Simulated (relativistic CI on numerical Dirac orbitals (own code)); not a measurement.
**Slater and spin-orbit integrals, Fe²⁰⁺**

Computed by Dirac-Coulomb-Breit CI, orbitals from a KLI potential per configuration, model QED (radiative potential, 1s self-energy scaled to tabulated hydrogen-like ionisation energies), unscaled Slater integrals (own radial code, finite nucleus).

Slater integrals F^k, G^k are unscaled and averaged over j, outside the closed core 1s2; ζ comes from projecting the Hamiltonian with its Breit term on Σ l·s of the shell.

- 2s2 2p2: F^2(2p,2p) = 445810, ζ(2p) = 77229 cm⁻¹; <r>(2p) = 0.214, <r^2>(2p) = 0.05543 (bohr units).
- 2s 2p3: F^2(2p,2p) = 444600, G^1(2s,2p) = 479360, ζ(2p) = 76467 cm⁻¹; <r>(2s) = 0.2484, <r^2>(2s) = 0.0723, <r>(2p) = 0.2146, <r^2>(2p) = 0.05573 (bohr units).
- 2p4: F^2(2p,2p) = 442720, ζ(2p) = 75736 cm⁻¹; <r>(2p) = 0.2154, <r^2>(2p) = 0.05618 (bohr units).

Averages of the first 10 configurations, taken without configuration mixing, which lowers the lowest level and can move excited configurations by several eV; other configurations of the list can lie among them:

```csv
Configuration,Parity,States,Average energy above the lowest level (eV)
2s2 2p2,even,15,23.0
2s 2p3,odd,40,110.7
2p4,even,15,217.6
2p3 3s,odd,40,1135.5
2p3 3p,even,120,1161.0
2p3 3d,odd,200,1187.4
2s2 2p 3s,odd,12,966.3
2s2 2p 3p,even,36,994.6
2s2 2p 3d,odd,60,1021.4
2s 2p2 3s,even,60,1041.2
```
